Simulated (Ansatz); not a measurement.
Total energies of Ge₁₈H₂₄, a nanocrystal cut from hexagonal germanium from Ansatz at PBE0-D4/def2-TZVP, gas phase (1 Eh = 27.2114 eV = 2625.5 kJ/mol). The reference geometry is relaxed at PBE-D4/def2-SVP.

```tsv
atom	x (Å)	y (Å)	z (Å)
Ge1	-2.518	-4.009	0.677
Ge2	-1.243	-3.707	2.754
Ge3	-2.017	-2.190	-0.884
Ge4	-2.594	-0.043	0.144
Ge5	0.130	-1.685	2.605
Ge6	-1.313	0.259	2.228
Ge7	-2.110	1.795	-1.403
Ge8	-2.706	3.927	-0.356
Ge9	0.035	2.300	2.088
Ge10	-1.427	4.229	1.718
Ge11	0.382	-2.170	-1.379
Ge12	1.665	-1.869	0.705
Ge13	0.908	-0.362	-2.947
Ge14	0.290	1.759	-1.889
Ge15	3.056	0.141	0.541
Ge16	1.572	2.060	0.195
Ge17	3.307	-0.367	-3.436
Ge18	4.585	-0.070	-1.360
H19	-4.042	-4.029	0.994
H20	-2.151	-5.377	0.030
H21	-2.222	-3.592	3.959
H22	-0.335	-4.947	2.999
H23	-2.819	-2.362	-2.212
H24	-4.116	-0.032	0.497
H25	0.951	-1.474	3.916
H26	-2.323	0.388	3.412
H27	-2.910	1.583	-2.726
H28	-4.230	3.954	-0.042
H29	-2.404	5.099	-1.335
H30	0.857	2.469	3.404
H31	-2.403	4.390	2.919
H32	-0.573	5.527	1.624
H33	0.790	-3.538	-2.013
H34	2.582	-3.117	0.901
H35	0.074	-0.551	-4.254
H36	0.639	2.937	-2.854
H37	3.849	0.332	1.872
H38	2.431	3.358	0.060
H39	3.707	-1.711	-4.112
H40	3.645	0.783	-4.430
H41	5.528	-1.289	-1.145
H42	5.473	1.204	-1.468
```

```
                 state   geometry   energy (Eh)
      charge 0 singlet  reference  -37396.32785
      charge 1 doublet  reference  -37396.04060
     charge -1 doublet  reference  -37396.35195
free Ge atom (triplet)          –   -2076.65516
 free H atom (doublet)          –      -0.50104
```

Single mean-field runs in def2-TZVP are fitted with def2-universal-jkfit.

Q: Work out the vertical ionisation energy to the doublet.

A: E(charge 1 doublet) − E(charge 0 singlet) = -37396.04060 − (-37396.32785) = 0.28725 Eh = 7.82 eV. For comparison, −ε of the highest occupied level is 6.76 eV at this level, 1.06 eV less.

Q: Work out the vertical electron affinity, to the doublet.

A: E(charge 0 singlet) − E(charge -1 doublet) = -37396.32785 − (-37396.35195) = 0.02410 Eh = 0.66 eV. The basis lacks diffuse functions, which makes affinities too small.

Q: Give the fundamental gap IE − EA, the Mulliken electronegativity (IE + EA)/2 and the hardness (IE − EA)/2.

A: From the values in Eh: IE − EA = 0.28725 − 0.02410 = 0.26315 Eh = 7.16 eV; (IE + EA)/2 = 4.24 eV; (IE − EA)/2 = 3.58 eV. The HOMO–LUMO gap of the same run is 5.26 eV, 1.90 eV smaller than the fundamental gap.

Q: What is the binding energy per atom against free atoms?

A: Atoms: 18 × (-2076.65516) + 24 × (-0.50104) = -37391.81784 Eh. Binding: -37391.81784 − (-37396.32785) = 4.51001 Eh = 122.72 eV, or 2.92 eV for each of 42 atoms (no zero-point energy, no counterpoise term).

At PBE0-D4/def2-TZVP the highest occupied level of the charge -1 doublet lies above zero (up to 0.32 eV). By energy differences its removal costs 0.66 eV (vertical, to the charge 0 singlet, at PBE0-D4/def2-TZVP); self-interaction error and the lack of diffuse functions both raise the level.
